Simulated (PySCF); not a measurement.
PySCF 2.14 output of an unrestricted r2SCANh calculation on a single atom or ion in aug-cc-pwCVTZ-DK with one added diffuse shell each of s, p, d, f, g type (11s10p8d5f4g, 152 functions), with scalar relativity by spin-free X2C-1e:

```
SCF conv_tol = 1e-09
number electrons alpha = 12  beta = 9
    M. Bursch, H. Neugebauer, S. Ehlert, and S. Grimme.,  J. Chem. Phys. 156, 134105 (2022)
cycle= 1 E= -1048.72820056914  delta_E= -0.00745  |g|= 0.0186  |ddm|= 0.975
cycle= 2 E= -1048.72823723748  delta_E= -3.67e-05  |g|= 0.00684  |ddm|= 0.0727
cycle= 3 E= -1048.72824278689  delta_E= -5.55e-06  |g|= 0.00259  |ddm|= 0.0274
cycle= 4 E= -1048.72824363312  delta_E= -8.46e-07  |g|= 5.5e-05  |ddm|= 0.00743
cycle= 5 E= -1048.72824363367  delta_E= -5.52e-10  |g|= 5.87e-06  |ddm|= 0.000235
converged SCF energy = -1048.72824363367  <S^2> = 3.751221  2S+1 = 4.0006105
```

The run itself started from symmetry-adapted Hartree-Fock orbitals and held the occupation by maximum overlap, on a logarithmic radial grid, so the iterations belong to that start.

Question: Which element, charge and spin multiplicity is this?

Answer: Cr(3+) (chromium, charge +3), multiplicity 4; the state was [Ar] 3d3, high-spin 4F determinant.
